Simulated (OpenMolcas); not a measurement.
# Nb+: the spin-orbit constant, worked from levels

| Property | Result |
| --- | --- |
| Program | OpenMolcas |
| Basis | ANO-RCC-VQZP [8s7p5d3f2g1h] |
| Scalar Hamiltonian | DKH2, point nucleus |
| Active space | 4 electrons in 6 orbitals (4d 5s) |
| State averaging | 2S+1 = 5 even, 15 roots; 2S+1 = 3 even, 102 roots kept (CI in the orbitals of an earlier block, 97 in the spin-orbit step); 2S+1 = 1 even, 84 roots kept (CI in the orbitals of an earlier block) |
| Spin-orbit coupling | RASSI with atomic mean-field integrals over the reference wave functions, term energies averaged over their components |

Methods: CASSCF; MS-CASPT2, IPEA 0.25 Eh, imaginary shift 0.1 Eh (closed shells correlated: 4s 4p). Measured levels: NIST Handbook of Basic Atomic Spectroscopic Data.

**The spin-orbit constant.** For the Hund term 5D of d4, E(J) = (A/2) J(J+1) + constant and ζ = 2S·A = 4A. From J = 0 to J = 4 the energy changes by 10 A.

```csv
Source,E(4) - E(0),A,ζ
CASSCF,1286.9,128.7,515
MS-CASPT2,1300.8,130.1,520
measured,1224.8,122.5,490
```

All in cm-1. MS-CASPT2 is off by +6.2 % and CASSCF by +5.1 %. Both methods take the spin-orbit matrix elements from the reference wave functions, so the second can move ζ only through the term energies and any multistate remixing. Second-order mixing with other terms is absorbed into this ζ.

Over all roots computed the reference weight is 0.87 to 0.92 in MS-CASPT2; the roots of lowest weight are the least certain, and an intruder state may touch them. Some high roots are left out of the spin-orbit mixing, which shifts the levels that they would mix with. Configurations are named by rounded mean occupations; where the s occupation lies near a half they are strongly mixed, a name can repeat and a true partner stay unpaired. Without dynamic correlation excited terms often stand tens of per cent too high (terms of higher spin than the ground term too low), and those without a measured partner can miss by more than the paired ones (holds for CASSCF). The lowest computed level is not the ground level that NIST lists (5D0) (holds for CASSCF). The lowest spin-free term belongs to 4d4, not to the configuration of the lowest level (holds for CASSCF). Blocks of more than 70 roots (2S+1 = 3 even, 1 even) ran without multistate coupling (holds for MS-CASPT2). Measured partners are found by configuration, term and J. A level has none where our copy of the source lacks it or the pairing is in doubt (some pairs that miss far off the trend of their configuration count as doubtful), and it then counts in no deviation. Only configurations of the active space appear.
